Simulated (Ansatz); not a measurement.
`C[Si](O)([SiH3])Cl` → `[OH]`• + `C[Si]([SiH3])Cl`•  (homolysis of the O–Si bond)

Gas-phase electronic energies from Ansatz, PBE0-D4/def2-TZVP geometries. CBS: MP2 limit from def2 TZ/QZ plus the TZ coupled-cluster correction, frozen cores. This one scheme is used for every species. DFT in def2-TZVPP. B3LYP here is the variant with VWN-RPA as its local correlation; programs differ in this. HSE06 is defined as in plane-wave codes. Open shells (•) are unrestricted, without spin–orbit coupling. One conformer a species, not always the lowest.

`C[Si](O)([SiH3])Cl`:

Cartesian coordinates in Å:
```
C 0.180 1.733 0.027
Si 0.259 -0.045 -0.510
O -0.667 -0.336 -1.835
Si -0.412 -1.588 1.113
Cl 2.247 -0.431 -0.969
H 0.800 1.895 0.912
H 0.545 2.393 -0.765
H -0.849 2.013 0.266
H -0.447 0.115 -2.653
H -1.840 -1.375 1.476
H 0.419 -1.401 2.332
H -0.235 -2.974 0.607
```

`[OH]`•:

Z-matrix (Å, degrees):
```
O
H 1 0.973
```

`C[Si]([SiH3])Cl`•:

Z-matrix (Å, degrees):
```
C
Si 1 1.872
H 1 1.093 2 110.0
H 1 1.094 2 110.4 3 -120.0
H 1 1.092 2 110.6 3 120.0
Si 2 2.338 1 115.2 3 57.7
Cl 2 2.073 1 108.2 3 179.4
H 6 1.489 2 108.4 1 -60.6
H 6 1.485 2 109.0 1 -179.4
H 6 1.490 2 112.4 1 59.5
```

```csv
level,ΔE (kcal/mol),difference from CCSD(T)/CBS
LDA (SPW92),144.6,14.2
revPBE-D4,120.4,-10.0
r2SCAN0-D4,121.5,-8.9
BHLYP-D4,121.6,-8.8
B3LYP,121.8,-8.6
HSE06,122.5,-7.9
BHLYP,120.1,-10.3
LC-ωPBE,125.4,-5.0
HF/def2-SVP,93.3,-37.1
CCSD(T)/def2-SVP,119.6,-10.8
CCSD/def2-TZVPP,124.5,-5.9
HF/def2-QZVPP,95.9,-34.5
MP2/def2-QZVPP,136.7,6.3
SCS-MP2/def2-QZVPP,133.7,3.3
MP2/CBS(def2),138.2,7.8
CCSD/CBS(def2),128.2,-2.2
CCSD(T)/CBS,130.4,0
```

Largest T1 diagnostic among the species: 0.013.

In def2-TZVPP, CCSD(T) changes the Hartree–Fock value by +31.0 kcal/mol (the triples alone add +2.3 kcal/mol) and MP2 by +38.8 kcal/mol; breaking electron pairs costs correlation energy, which Hartree–Fock lacks. From PBE to PBE0 (25 % exact exchange), in def2-TZVPP and without D4, ΔE moves by −1.2 kcal/mol: exact exchange takes away binding that semilocal exchange gives to molecules.
